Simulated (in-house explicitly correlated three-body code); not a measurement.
Results of a calculation; reference values are marked as such.
**Taking the two-electron ground state apart, Z = 5**

A variational code in 260 exponentially correlated functions gives, for two electrons around a point charge Z = 5 (non-relativistic, fixed nucleus, atomic units): E = -22.0309716, <1/r> = 4.687664 per electron, <1/r12> = 2.814696. From its density, U = 5.803862 (Hartree energy) and T_s = 21.988477 (kinetic energy of the doubly filled orbital √(n/2)). Further, <r²> = 0.141969 per electron, <r12²> = 0.290792 and <p1·p2> = 0.552753.

Question: Check the virial theorem, and compare with the screened hydrogenic estimate.

Answer: V = −2Z<1/r> + <1/r12> = -46.876640 + 2.814696 = -44.061944, and 2E = -44.061943, so T = −E = 22.030972. A product of 1s orbitals with exponent Z − 5/16 = 4.6875 gives −4.6875² = -21.97266, which is 58.3 millihartree too high.

Question: Find the exchange and correlation energies of density-functional theory.

Answer: For two electrons in one orbital E_x = −U/2 = -2.901931. The potential part of correlation is U_c = <1/r12> − U − E_x = -0.087235, the kinetic part T_c = T − T_s = 0.042495, and E_c = T_c + U_c = -0.044740 hartree. Restricted Hartree-Fock gives -21.986234, so the correlation energy of wave-function theory is -0.044737.

Question: What do the second moments say about angular correlation and diamagnetism?

Answer: From r12² = r1² + r2² − 2 r1·r2, <r1·r2> = <r²> − <r12²>/2 = -0.00343 bohr². It vanishes for a product of s orbitals, and its negative sign shows that the electrons favour opposite sides of the nucleus. The Langevin susceptibility is −0.79199e-6 × 2<r²> = -0.2249e-6 cm³/mol.

Question: How does a nuclear mass of 11.0066 u change the ionisation energy, to first order in m/M (1 hartree = 27.211386 eV)?

Answer: m/M = 1/(11.0066 × 1822.8885) = 4.98410e-05. With a fixed nucleus the second electron is bound by −Z²/2 − E = 9.530972 hartree = 259.3509 eV. The reduced mass scales this by 1 − m/M, a change of -12.926 meV. The mass-polarisation term raises the two-electron state by (m/M)<p1·p2> = 27.55 microhartree, a further -0.750 meV. The sum is 259.3373 eV, before relativistic and QED terms.
